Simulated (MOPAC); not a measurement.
MOPAC input (PM3):

```
PM3 1SCF CHARGE=-1 GEO-OK AUX(PRECISION=9) THREADS=1
H3BO2P

O    -0.25914300 1    1.46760200 1    0.78718500 1
B    -0.29311300 1    0.21686700 1    0.14712800 1
O    -1.62528800 1   -0.27432000 1    0.05520400 1
P     1.14375900 1   -0.75926900 1   -0.52931800 1
H    -1.16423000 1    1.70727700 1    1.02004300 1
H    -1.60864300 1   -1.12762500 1   -0.38628400 1
H     2.15751300 1    0.17878100 1   -0.16875200 1
```

Output:

```
 *******************************************************************************
 **                                                                           **
 **                              MOPAC v23.2.5                                **
 **                                                                           **
 *******************************************************************************
 ** MOPAC's Digital Object Identifier: https://doi.org/10.5281/zenodo.6511958 **
 **                                                                           **
 ** Please cite the open-source release paper for use of this MOPAC version:  **
 ** J. E. Moussa and J. J. P. Stewart (2026)                                  **
 ** MOPAC: An open-source semiempirical molecular orbital program             **
 ** J. Open Source Softw., 11(119), 8025, https://doi.org/10.21105/joss.08025 **
 *******************************************************************************

                              PM3 CALCULATION RESULTS

 *******************************************************************************
 *  PM3        - The PM3 Hamiltonian to be used
 *  GEO-OK     - OVERRIDE INTERATOMIC DISTANCE AND OTHER SAFETY CHECKS
 *
 *
 *
 *                 CHARGE ON SYSTEM = -1
 *
 *
 *
 *  1SCF       - DO 1 SCF AND THEN STOP
 *  AUX        - OUTPUT AUXILIARY INFORMATION
 *******************************************************************************
PM3 1SCF CHARGE=-1 GEO-OK AUX(PRECISION=9) THREADS=1
 H3BO2P

   ATOM   CHEMICAL          X               Y               Z
  NUMBER   SYMBOL      (ANGSTROMS)     (ANGSTROMS)     (ANGSTROMS)

     1       O         -0.25914300  *   1.46760200  *   0.78718500  *
     2       B         -0.29311300  *   0.21686700  *   0.14712800  *
     3       O         -1.62528800  *  -0.27432000  *   0.05520400  *
     4       P          1.14375900  *  -0.75926900  *  -0.52931800  *
     5       H         -1.16423000  *   1.70727700  *   1.02004300  *
     6       H         -1.60864300  *  -1.12762500  *  -0.38628400  *
     7       H          2.15751300  *   0.17878100  *  -0.16875200  *

          CARTESIAN COORDINATES

    NO.       ATOM           X           Y           Z

     1         O         -0.2591      1.4676      0.7872
     2         B         -0.2931      0.2169      0.1471
     3         O         -1.6253     -0.2743      0.0552
     4         P          1.1438     -0.7593     -0.5293
     5         H         -1.1642      1.7073      1.0200
     6         H         -1.6086     -1.1276     -0.3863
     7         H          2.1575      0.1788     -0.1688

  H: (PM3): J. J. P. STEWART, J. COMP. CHEM. 10, 209 (1989).
  B: (PM3): J. J. P. STEWART, J. MOL. MOD., 10, 155-164 (2004)
  O: (PM3): J. J. P. STEWART, J. COMP. CHEM. 10, 209 (1989).
  P: (PM3): J. J. P. STEWART, J. COMP. CHEM. 10, 209 (1989).

           Empirical Formula: H3 O2 B P  =     7 atoms

      MOLECULAR POINT GROUP   :   Cs

      RHF CALCULATION, NO. OF DOUBLY OCCUPIED LEVELS = 12

 -------------------------------------------------------------------------------
 PM3 1SCF CHARGE=-1 GEO-OK AUX(PRECISION=9) THREADS=1
 H3BO2P

     1SCF WAS SPECIFIED, SO BFGS WAS NOT USED
     SCF FIELD WAS ACHIEVED

                              PM3 CALCULATION
                                                       MOPAC v23.2.5 Linux

          FINAL HEAT OF FORMATION =       -178.06702 KCAL/MOL =    -745.03239 KJ/MOL

          COSMO AREA              =        102.40 SQUARE ANGSTROMS
          COSMO VOLUME            =         86.20 CUBIC ANGSTROMS

          IONIZATION POTENTIAL    =          2.691009 EV
          HOMO LUMO ENERGIES (EV) =         -2.691  5.961
          NO. OF FILLED LEVELS    =         12
          MOLECULAR WEIGHT        =         76.8063         POINT GROUP:  Cs

          MOLECULAR DIMENSIONS (Angstroms)

            Atom       Atom       Distance
            H     7    H     6     3.99224
            H     5    P     4     3.48685
            P     4    O     1     0.00000

          SCF CALCULATIONS        =          1

   ATOM   CHEMICAL          X               Y               Z
  NUMBER   SYMBOL      (ANGSTROMS)     (ANGSTROMS)     (ANGSTROMS)

     1       O         -0.25914300  *   1.46760200  *   0.78718500  *
     2       B         -0.29311300  *   0.21686700  *   0.14712800  *
     3       O         -1.62528800  *  -0.27432000  *   0.05520400  *
     4       P          1.14375900  *  -0.75926900  *  -0.52931800  *
     5       H         -1.16423000  *   1.70727700  *   1.02004300  *
     6       H         -1.60864300  *  -1.12762500  *  -0.38628400  *
     7       H          2.15751300  *   0.17878100  *  -0.16875200  *

                             CARTESIAN COORDINATES

   1    O       -0.259143000     1.467602000     0.787185000
   2    B       -0.293113000     0.216867000     0.147128000
   3    O       -1.625288000    -0.274320000     0.055204000
   4    P        1.143759000    -0.759269000    -0.529318000
   5    H       -1.164230000     1.707277000     1.020043000
   6    H       -1.608643000    -1.127625000    -0.386284000
   7    H        2.157513000     0.178781000    -0.168752000

           Empirical Formula: H3 O2 B P  =     7 atoms

      MOLECULAR POINT GROUP   :   Cs

                  EIGENVALUES
 -33.64853 -32.33847 -20.83543 -14.74067 -13.27826 -11.36971 -10.28212  -8.95093
  -7.55658  -6.13988  -4.64981  -2.69101   5.96071   6.75016   6.85859   8.29815
   8.71524  10.06329  10.51514

              NET ATOMIC CHARGES AND DIPOLE CONTRIBUTIONS

  ATOM NO.   TYPE          CHARGE      No. of ELECS.   s-Pop       p-Pop
    1          O          -0.283933        6.2839     1.74233     4.54160
    2          B          -0.028780        3.0288     1.11072     1.91806
    3          O          -0.364931        6.3649     1.74333     4.62160
    4          P          -0.695564        5.6956     1.82991     3.86565
    5          H           0.157820        0.8422     0.84218
    6          H           0.212211        0.7878     0.78779
    7          H           0.003178        0.9968     0.99682
 DIPOLE           X         Y         Z       TOTAL
 POINT-CHG.    -2.975     1.051     0.901     3.281
 HYBRID        -0.982     1.508     0.895     2.010
 SUM           -3.957     2.559     1.796     5.043

          ATOMIC ORBITAL ELECTRON POPULATIONS

     Atom    s        px        py        pz
    1  O   1.74233   1.33359   1.50277   1.70525
    2  B   1.11072   0.73190   0.63039   0.55577
    3  O   1.74333   1.52919   1.38087   1.71155
    4  P   1.82991   0.92736   1.25556   1.68274
    5  H   0.84218
    6  H   0.78779
    7  H   0.99682

 **********************
 *                    *
 * JOB ENDED NORMALLY *
 *                    *
 **********************

 == MOPAC DONE ==
```

The dipole moment of an ion depends on the origin.

The geometry given is a B3LYP-D3(BJ)/def2-TZVP minimum.
